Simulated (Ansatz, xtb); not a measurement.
**Isomers of BFH5SSi in order of energy**

4 gas-phase structures of BFH5SSi, found in a search over its isomers (lower ones may exist). Each was relaxed with GFN2-xTB; where two conformers were screened, the lower at r2SCAN-D4/def2-SVP is listed:

A. `F[BH2-][SH+][SiH2]`, a doublet
B. a doublet given by its coordinates
C. a doublet given by its coordinates
D. `[BH3-][SH+][SiH]F`, a doublet

B (Å):

```xyz
9

B    -0.2868    0.9765    1.0920
F     1.3894   -1.3790    0.4112
S     0.4612    1.8131   -0.4010
Si   -0.1756   -0.9971    0.5661
H     0.3818    1.1058    2.0592
H    -1.4307    1.2603    1.1779
H    -0.7249   -1.3305   -0.7431
H    -0.6331   -1.8746    1.6389
H     1.7463    1.6708   -0.0852
```

Close contacts (Å): B1–S3 1.87, B1–Si4 2.05, F2–Si4 1.62, B1–H5 1.18, B1–H6 1.18, S3–H9 1.33, Si4–H7 1.46, Si4–H8 1.46.

C (Å):

```yaml
atoms:
  - { symbol: B, position_ang: [-0.7767, -0.1138, -0.4634] }
  - { symbol: F, position_ang: [-1.5574, -0.6552, 2.4327] }
  - { symbol: S, position_ang: [0.6129, -2.4831, 1.5528] }
  - { symbol: Si, position_ang: [-0.2836, -0.5216, 1.4598] }
  - { symbol: H, position_ang: [0.2420, -0.0978, -1.0748] }
  - { symbol: H, position_ang: [-1.5175, -0.9937, -0.7591] }
  - { symbol: H, position_ang: [-1.2782, 0.9553, -0.3072] }
  - { symbol: H, position_ang: [0.5562, 0.4157, 2.1930] }
  - { symbol: H, position_ang: [1.4943, -2.2891, 0.5828] }
```

Close contacts (Å): B1–Si4 2.03, F2–Si4 1.61, S3–Si4 2.16, B1–H5 1.19, B1–H6 1.19, B1–H7 1.19, S3–H9 1.32, Si4–H8 1.46.

Make a reasoned guess at their ranking by r2SCAN-D4/def2-SVP single-point energy.

Calculated order at r2SCAN-D4/def2-SVP: B (0.0), C (43.1), A (61.7), D (76.8) kJ/mol.

Energies above the lowest of each column, in kJ/mol; the last columns are at PBE0-D3(BJ)/def2-SVP geometries and were run for some of them only (a dash: not run or not comparable):

```
structure  GFN2-xTB  HF/STO-3G  r2SCAN-D4/def2-SVP  PBE0-D3(BJ)/def2-SVP
        B       0.0       44.8                 0.0                   0.0
        C      38.3      139.2                43.1                  26.4
        A      91.0        0.0                61.7                     –
        D      89.7       57.3                76.8                     –
```

PBE0-D3(BJ)/def2-SVP puts B lowest of those it was run on; HF/STO-3G picks A. Some further structures that were screened fall inside this span and aren't listed. Flexible structures stand in one conformer each, not always the lowest. Frequencies (PBE0-D3(BJ)/def2-SVP) were run for B alone. Open shells are spin-unrestricted.

Over these structures GFN2-xTB departs from r2SCAN-D4/def2-SVP by 11.7 kJ/mol on average once a common shift is removed. A GFN2-xTB relaxation took about 0.14 s and the r2SCAN-D4/def2-SVP energy about 1.3 s on a shared host (Ansatz 0.2.0, xtb 6.7.1).
